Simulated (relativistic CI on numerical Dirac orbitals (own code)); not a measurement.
# Slater and spin-orbit integrals, Nb XXVIII

Computed by Dirac-Coulomb-Breit CI, orbitals from a KLI potential per configuration, a model potential for QED, unscaled Slater integrals (own radial code, finite nucleus).

Slater integrals F^k, G^k are unscaled and averaged over j, outside the closed core [Ne]; ζ comes from projecting the Hamiltonian with its Breit term on Σ l·s of the shell.

- 3s2.3p2: F^2(3p,3p) = 265030, ζ(3p) = 119890 cm⁻¹; <r>(3p) = 0.3747, <r^2>(3p) = 0.1618 (bohr units).
- 3s.3p3: F^2(3p,3p) = 264860, G^1(3s,3p) = 334910, ζ(3p) = 119810 cm⁻¹; <r>(3s) = 0.3859, <r^2>(3s) = 0.1693, <r>(3p) = 0.375, <r^2>(3p) = 0.162 (bohr units).
- 3s2.3p.3d: ζ(3p) = 119690, F^2(3p,3d) = 265740, G^1(3p,3d) = 282510, G^3(3p,3d) = 189460, ζ(3d) = 14374 cm⁻¹; <r>(3p) = 0.3752, <r^2>(3p) = 0.1623, <r>(3d) = 0.3338, <r^2>(3d) = 0.1287 (bohr units).

Averages of the first 10 configurations, taken without configuration mixing, which lowers the lowest level and can move excited configurations by several eV; other configurations of the list can lie among them:

```tsv
Configuration	Parity	States	Average energy above the lowest level (eV)
3s2.3p2	even	15	33.8
3s.3p3	odd	40	122.5
3s2.3p.3d	odd	60	151.3
3p4	even	15	222.5
3s.3p2.3d	even	300	235.1
3p3.3d	odd	200	330.2
3s.3p.3d2	odd	540	352.0
3s2.3d.4p	odd	60	820.0
3p3.4s	odd	40	847.0
3s.3p.3d.4s	odd	240	862.4
```
